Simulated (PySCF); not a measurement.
PySCF job for GaCl, SMILES [Ga][Cl] (connectivity only; charge and spin as stated), neutral, multiplicity 1, ADC(2)/aug-cc-pVDZ. Geometry optimised at PBE-D3(BJ)/def2-TZVP.

```python
import numpy as np
from pyscf import gto, scf, dft, adc

mol = gto.M(
    atom='''
    Ga    0.00000000    0.00000000   -0.79155464
    Cl    0.00000000    0.00000000    1.44342316
    ''',
    basis='aug-cc-pVDZ',
    charge=0,
    spin=0,
    max_memory=1600,
    verbose=4,
)
mf = scf.RHF(mol)
mf.conv_tol = 1e-10
mf.max_cycle = 100
mf.kernel()
res = {}
for kind, nroots in (('ee', 6), ('ip', 6), ('ea', 2)):
    a = adc.ADC(mf).density_fit('aug-cc-pvdz-ri')
    a.method, a.method_type = 'adc(2)', kind
    e, v, p, x = a.kernel(nroots=nroots)
    res[kind] = (e * 27.211386245988, p)
for kind, (e, p) in res.items():
    print(kind, 'energies / eV', np.round(e, 3), 'strengths', np.round(p, 4))
```

Output:

```
PySCF version 2.14.0

[INPUT] verbose = 4
[INPUT] num. atoms = 2
[INPUT] num. electrons = 48
[INPUT] charge = 0
[INPUT] spin (= nelec alpha-beta = 2S) = 0
[INPUT] symmetry False subgroup None
[INPUT] Mole.unit = angstrom
[INPUT] Symbol           X                Y                Z      unit          X                Y                Z       unit  Magmom
[INPUT]  1 Ga     0.000000000000   0.000000000000  -0.791554640000 AA    0.000000000000   0.000000000000  -1.495821482229 Bohr   0.0
[INPUT]  2 Cl     0.000000000000   0.000000000000   1.443423160000 AA    0.000000000000   0.000000000000   2.727674454254 Bohr   0.0

nuclear repulsion = 124.77814775379
number of shells = 17
number of NR pGTOs = 136
number of NR cGTOs = 63
basis = aug-cc-pVDZ
ecp = {}


[settings echo left out]
init E= -2382.16138839002
  HOMO = -0.281668905636526  LUMO = 0.00821034400587392  gap/eV = 7.88802
cycle= 1 E= -2382.7639262806  delta_E= -0.603  |g|= 0.272  |ddm|= 0.941
  HOMO = -0.34767926274046  LUMO = 0.00166680351720729  gap/eV = 9.50619
cycle= 2 E= -2382.79191066064  delta_E= -0.028  |g|= 0.133  |ddm|= 0.514
  HOMO = -0.357167535838009  LUMO = 0.0125141689411145  gap/eV = 10.05955
cycle= 3 E= -2382.79721903966  delta_E= -0.00531  |g|= 0.0166  |ddm|= 0.141
  HOMO = -0.354956573231277  LUMO = 0.0150812607191526  gap/eV = 10.06924
cycle= 4 E= -2382.79749049318  delta_E= -0.000271  |g|= 0.00414  |ddm|= 0.0689
  HOMO = -0.354954125938197  LUMO = 0.0149065604154884  gap/eV = 10.06442
cycle= 5 E= -2382.79750747277  delta_E= -1.7e-05  |g|= 0.000981  |ddm|= 0.017
  HOMO = -0.354834203322545  LUMO = 0.0149006025608969  gap/eV = 10.06100
cycle= 6 E= -2382.79750857203  delta_E= -1.1e-06  |g|= 0.000342  |ddm|= 0.00313
  HOMO = -0.354841649365775  LUMO = 0.0148803674520275  gap/eV = 10.06065
cycle= 7 E= -2382.79750870565  delta_E= -1.34e-07  |g|= 7.59e-05  |ddm|= 0.00104
  HOMO = -0.354816157994135  LUMO = 0.0148860680930481  gap/eV = 10.06011
cycle= 8 E= -2382.79750871142  delta_E= -5.78e-09  |g|= 9.89e-06  |ddm|= 0.000232
  HOMO = -0.354816920760977  LUMO = 0.0148859685734654  gap/eV = 10.06013
cycle= 9 E= -2382.79750871152  delta_E= -9.6e-11  |g|= 1.5e-06  |ddm|= 2.68e-05
  HOMO = -0.354816934347706  LUMO = 0.0148858822734732  gap/eV = 10.06013
Extra cycle  E= -2382.79750871152  delta_E= 9.09e-13  |g|= 5.22e-07  |ddm|= 3.19e-06
converged SCF energy = -2382.79750871152

******** <class 'pyscf.adc.radc.RADC'> ********
******** ADC Orbital Information ********
Number of Frozen Occupied Orbitals: 0
Number of Frozen Virtual Orbitals: 0
Number of Active Occupied Orbitals: 24
Number of Active Virtual Orbitals: 39
*****************************************
******** <class 'pyscf.df.df.DF'> ********
auxbasis = aug-cc-pvdz-ri
Reference correlation energy (doubles): -0.22573184
MP2 correlation energy of reference state (a.u.) = -0.22573184

******** <class 'pyscf.adc.radc_ee.RADCEE'> ********
max_space = 12
max_cycle = 50
conv_tol = 1e-08

*************************************************************
        ADC calculation summary (singlet states only)
*************************************************************
adc(2) root 0  |  Energy (Eh) =   0.1819565988  |  Energy (eV) =   4.95129125  |  Osc. strength = 0.14318605  |  conv = True
adc(2) root 1  |  Energy (Eh) =   0.1819566311  |  Energy (eV) =   4.95129213  |  Osc. strength = 0.14318637  |  conv = True
adc(2) root 2  |  Energy (Eh) =   0.2291293368  |  Energy (eV) =   6.23492683  |  Osc. strength = 0.00000000  |  conv = True
adc(2) root 3  |  Energy (Eh) =   0.2354983835  |  Energy (eV) =   6.40823742  |  Osc. strength = 0.00012392  |  conv = True
adc(2) root 4  |  Energy (Eh) =   0.2533695586  |  Energy (eV) =   6.89453686  |  Osc. strength = 0.73713151  |  conv = True
adc(2) root 5  |  Energy (Eh) =   0.2618036831  |  Energy (eV) =   7.12404108  |  Osc. strength = 0.08504105  |  conv = True

******** <class 'pyscf.adc.radc.RADC'> ********
******** ADC Orbital Information ********
Number of Frozen Occupied Orbitals: 0
Number of Frozen Virtual Orbitals: 0
Number of Active Occupied Orbitals: 24
Number of Active Virtual Orbitals: 39
*****************************************
******** <class 'pyscf.df.df.DF'> ********
auxbasis = aug-cc-pvdz-ri
Reference correlation energy (doubles): -0.22573184
MP2 correlation energy of reference state (a.u.) = -0.22573184

******** <class 'pyscf.adc.radc_ip.RADCIP'> ********
max_space = 12
max_cycle = 50
conv_tol = 1e-08

*************************************************************
        ADC calculation summary (doublet states only)
*************************************************************
adc(2) root 0  |  Energy (Eh) =   0.3467959139  |  Energy (eV) =   9.43679748  |  Spec. factor = 1.85557394  |  conv = True
adc(2) root 1  |  Energy (Eh) =   0.3944680420  |  Energy (eV) =  10.73402216  |  Spec. factor = 1.76836653  |  conv = True
adc(2) root 2  |  Energy (Eh) =   0.3944680420  |  Energy (eV) =  10.73402216  |  Spec. factor = 1.76836653  |  conv = True
adc(2) root 3  |  Energy (Eh) =   0.5012765688  |  Energy (eV) =  13.64043022  |  Spec. factor = 1.77277255  |  conv = True
adc(2) root 4  |  Energy (Eh) =   0.7244797581  |  Energy (eV) =  19.71409836  |  Spec. factor = 0.00336519  |  conv = True
adc(2) root 5  |  Energy (Eh) =   0.7244797581  |  Energy (eV) =  19.71409836  |  Spec. factor = 0.00336519  |  conv = True

******** <class 'pyscf.adc.radc.RADC'> ********
******** ADC Orbital Information ********
Number of Frozen Occupied Orbitals: 0
Number of Frozen Virtual Orbitals: 0
Number of Active Occupied Orbitals: 24
Number of Active Virtual Orbitals: 39
*****************************************
******** <class 'pyscf.df.df.DF'> ********
auxbasis = aug-cc-pvdz-ri
Reference correlation energy (doubles): -0.22573184
MP2 correlation energy of reference state (a.u.) = -0.22573184

******** <class 'pyscf.adc.radc_ea.RADCEA'> ********
max_space = 12
max_cycle = 50
conv_tol = 1e-08

*************************************************************
        ADC calculation summary (doublet states only)
*************************************************************
adc(2) root 0  |  Energy (Eh) =  -0.0022927771  |  Energy (eV) =  -0.06238964  |  Spec. factor = 1.92661249  |  conv = True
adc(2) root 1  |  Energy (Eh) =  -0.0022927771  |  Energy (eV) =  -0.06238964  |  Spec. factor = 1.92661249  |  conv = True
ee energies / eV [4.951 4.951 6.235 6.408 6.895 7.124] strengths [1.432e-01 1.432e-01 0.000e+00 1.000e-04 7.371e-01 8.500e-02]
ip energies / eV [ 9.437 10.734 10.734 13.64  19.714 19.714] strengths [1.8556 1.7684 1.7684 1.7728 0.0034 0.0034]
ea energies / eV [-0.062 -0.062] strengths [1.9266 1.9266]
```

Self-consistency was reached.
